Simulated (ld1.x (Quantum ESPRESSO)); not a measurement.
Which change was made? (B, RRKJ)

boron (B), norm-conserving RRKJ (Kleinman–Bylander form), made with ld1.x (Quantum ESPRESSO) 7.5 (PBE, non-relativistic). Core [He], reference 2s2 2p1. Waves: 2p (bound): rc 2.75 bohr; 3d channel at -0.1 Ry: rc 3.00 bohr; 2s (bound): rc 1.15 bohr. Local part: the s channel. Core correction: none. rho0 = 0.005.

Cutoffs, loose and tight: the cutoffs (Ry, on a coarse ladder) from which the occupation-weighted sum of valence levels, in a spherical-Bessel basis at the reference potential, stays within 10 and 1 mRy of its value at 400 Ry. They do not see the model core or the augmentation charge, which bear on the density cutoff. Test errors are all-electron minus pseudo excitation energies from the reference, over the configurations 2s2 2p0; 2s1 2p0; 2s2 2p0.5; 2s1 2p2; 2s1 2p1; 2s0 2p3; 2s2 2p1.3; variants that change the core or the reference have their own tests.

The base gives: outcome: generated; cutoff, loose: 21 Ry; cutoff, tight: 55 Ry; bound ghosts: none; largest test error (meV): +260.

Q: After one change the result is: outcome: generated; cutoff, loose: 25 Ry; cutoff, tight: 55 Ry; bound ghosts: none; largest test error (meV): +110. Which change was it?
A. wave 2p (bound): rc 2.75 bohr becomes 2p (bound): rc 3.24 bohr
B. wave 2p (bound): rc 2.75 bohr becomes 2p (bound): rc 1.82 bohr
C. wave 2p (bound): rc 2.75 bohr becomes 2p (bound): rc 2.44 bohr

A: B. The others give: wave 2p (bound): rc 2.75 bohr becomes 2p (bound): rc 2.44 bohr → outcome: generated; cutoff, loose: 21 Ry; cutoff, tight: 55 Ry; bound ghosts: none; largest test error (meV): +183 | wave 2p (bound): rc 2.75 bohr becomes 2p (bound): rc 3.24 bohr → outcome: generated; cutoff, loose: 21 Ry; cutoff, tight: 55 Ry; bound ghosts: none; largest test error (meV): +423.
